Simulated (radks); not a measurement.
Problem. The rhenium ion Re+, [Xe] 4f14 5d5 6s1. Method: non-relativistic Kohn-Sham, r2SCAN, spin-polarised, spherical densities, point nucleus; meta-GGA in the generalised Kohn-Sham scheme; computed with a radial shooting solver on a logarithmic mesh with Libxc functionals. Every spin shell is full or empty, so the densities are truly spherical. Functionals are evaluated on that one density, not self-consistently. Rank these exchange functionals by their error against the exact value of the orbitals, and give that value: LDA, PBE, RPBE, AM05, B86b, EV93, revTPSS, SCAN, Tao-Mo.

Solution. Exact: -309.931 hartree. From best to worst, with 100 (|E| - |E exact|)/|E exact| (equal figures are ties): B86b +0.10, RPBE -0.13, SCAN +0.14, PBE -0.26, EV93 -0.40, Tao-Mo -0.75, revTPSS -0.82, AM05 -3.62, LDA -3.83.
